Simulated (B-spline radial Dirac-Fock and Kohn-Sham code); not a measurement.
# Core and valence levels of Ta⁴³⁺

System: tantalum as Ta⁴³⁺, [Ar] 3d10 4s2; nuclear rms radius 5.3507 fm (A = 181).

Method: Dirac-Fock (average of configuration) total-energy differences with a finite nucleus, the Breit interaction including its frequency dependence, and self-energy and vacuum-polarisation corrections. Computed with a radial B-spline solver. Correlation energy is missing from these numbers. Energies are counted from the vacuum level.

All terms are in eV, carry their sign (relaxation lowers the binding energy) and add up to the binding energy; ⟨r⟩ is the mean radius of the orbital in the initial state.

```csv
subshell,−ε (Koopmans),relaxation,Gaunt,retardation,self-energy,vacuum polarisation,binding energy,⟨r⟩ (bohr)
K,69949.6,-52.61,-240.33,21.51,-141.02,26.34,69563.5,0.019
L1,13859.8,-19.74,-26.86,1.96,-20.23,3.54,13798.4,0.078
L2,13318.8,-23.75,-45.81,4.94,-0.05,0.13,13254.3,0.065
L3,12040.8,-21.07,-31.79,6.66,-1.45,-0.14,11993.0,0.073
M1,4727.6,-3.32,-5.64,0.45,-4.79,0.81,4715.1,0.200
M2,4489.8,-3.99,-9.45,0.97,-0.10,0.03,4477.3,0.190
M3,4198.9,-3.36,-6.46,1.42,-0.37,-0.04,4190.1,0.204
M4,3817.5,-4.77,-4.50,0.47,0.35,-0.04,3809.0,0.178
M5,3754.2,-4.46,-3.25,0.51,0.18,-0.04,3747.1,0.182
N1,2257.9,-0.27,-1.94,0.21,-1.55,0.26,2254.6,0.402
```

For the deepest level, K (1s), the Breit terms make up -0.315 % of the binding energy, QED -0.165 % and orbital relaxation -0.076 %.

Spin-orbit splittings: 2p 1261.3 eV, 3p 287.2 eV, 3d 61.93 eV.

Going to the tabulated ground configuration of the next ion removes an electron from N1 (4s), computed at 2254.6 eV. NIST lists 2254 ± 4 eV as the ionisation energy of this species (theoretical), -0.57 eV from the computed value, within the stated uncertainty.
